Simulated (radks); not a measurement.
The numbers below are computed, except where a source is named.
Initial-state core-level shifts of the phosphorus ion P+ when its valence configuration changes from [Ne] 3s2 3p2. Code: a radial shooting solver on a logarithmic mesh with Libxc functionals. Model: scalar-relativistic Kohn-Sham, r2SCAN, spin-unpolarised, spherical densities, finite nucleus; meta-GGA in the generalised Kohn-Sham scheme; Fermi nuclear charge, rms radius 3.1889 fm. Shifts are changes of the shell-averaged eigenvalues in eV (positive: less bound); the change of the density at the nucleus, which sets a Mossbauer isomer shift, is in e/bohr^3, on a base of 2392.

valence          1s      2s      2p  density at nucleus
3s1.5 3p2.5  -0.843  -0.805  -0.804             -3.6725
3s1 3p3      -1.672  -1.596  -1.593             -7.3850
3s0.5 3p3.5  -2.486  -2.373  -2.370            -11.1356
3p4          -3.286  -3.136  -3.133            -14.9239
